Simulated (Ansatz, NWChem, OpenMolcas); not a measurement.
## A ladder of methods for IF (iodine monofluoride)

IF: 2 atoms, total charge 0, spin state singlet. SMILES: `FI`. Geometry: the measured bond length.

```xyz
2

F     0.0000    0.0000    0.0000
I     0.0000    0.0000    1.9098
```

Quantity: the atomisation enthalpy at 298 K, in kJ/mol. The values are calculated. The thermal term (zero-point and 298 K enthalpy, harmonic and unscaled) is that of wB97M-V/def2-TZVPD; the spin-orbit lowering of the free atoms at 298 K, 31.6 kJ/mol by their spectra, is taken off.

**What was measured.** NIST-JANAF tables gives the atomisation enthalpy at 298 K of the gas as 281 kJ/mol.

```tsv
level	kind	program	value (kJ/mol)	computed − measured	CPU time (all runs)
SVWN5/def2-TZVP (core potential)	LDA	NWChem	373	+92	35 s
PBE/def2-TZVP (core potential)	GGA	OpenMolcas	289	+8	19 s
M06-L/def2-TZVP (core potential)	meta-GGA	NWChem	264	-17	84 s
PBE0/def2-TZVP (core potential)	global hybrid	NWChem	244	-37	41 s
HSE06/def2-TZVP (core potential)	range-separated hybrid	Ansatz	244	-37	7.4 s
wB97X/def2-TZVP (core potential)	range-separated hybrid	Ansatz	252	-29	21 s
B2PLYP/def2-TZVP (core potential)	double hybrid	Ansatz	245	-36	6.9 s
RPA@PBE0/def2-TZVP (core potential)	RPA	Ansatz	215	-66	8.1 s
MP3/def2-TZVP (core potential)	perturbation theory	NWChem	206	-75	54 s
FCI/STO-3G	exact in the basis	Ansatz	86	-195	0.5 s
```

Nearest: PBE/def2-TZVP (core potential) (+8 kJ/mol); farthest: FCI/STO-3G (-195 kJ/mol). Computed less measured by kind, in kJ/mol (def2-TZVP rows): LDA +92; GGA +8; meta-GGA -17; global hybrid -37; range-separated hybrid -37 to -29; double hybrid -36; RPA -66; perturbation theory -75. In a finite basis correlated wave-function methods underbind, so their errors here aren't those of the basis-set limit. All-electron rows without a relativistic Hamiltonian named are non-relativistic, while core potentials hold scalar relativity, so basis and relativity change together. High-level rows in very small sets aren't better than simpler rows in larger ones. In the correlated wave-function rows the outer d shell of I is correlated, in sets not made for it. Times are those of the runs behind each value, whatever else they computed, on shared processors of several kinds: orders of magnitude only.
